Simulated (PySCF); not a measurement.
C4H9FSi. Atoms are numbered in the order given.

```xyz
15

F     -0.6349     1.8910    -0.8734
Si    -0.2816     0.8798     0.3667
C      1.4384     0.1309     0.1757
C      1.1447    -1.2625    -0.4283
C     -0.1307    -1.8231     0.2315
C     -1.2373    -0.7406     0.1914
H     -0.5130     1.6637     1.6103
H      1.8969     0.0251     1.1756
H      2.1296     0.7322    -0.4345
H      1.9946    -1.9542    -0.3083
H      0.9730    -1.1608    -1.5148
H      0.0952    -2.0762     1.2829
H     -0.4539    -2.7593    -0.2521
H     -1.7316    -0.7284    -0.7963
H     -2.0251    -0.9059     0.9418
```
Charge 0, spin multiplicity 1.

Geometry: B3LYP-D3(BJ)/def2-SVP. Other conformers were not sampled.

These are PBE0/def2-TZVP (PySCF) values and carry that method's errors.

Computed frontier levels, gap, dipole moment and polarisability:
```json
{
 "highest_occupied_level": "-8.12 eV",
 "lowest_empty_level": "0.63 eV",
 "orbital_gap": "8.76 eV",
 "dipole_moment": "1.96 D",
 "quadrupole, principal values (traceless, Buckingham form, about the centre of nuclear charge)": "-5.30, 2.07, 3.23 D·Å",
 "mean_static_polarisability": "68.7 bohr³ (10.18 Å³)",
 "polarisability_principal_values": "60.8, 69.8, 75.6 bohr³"
}
```
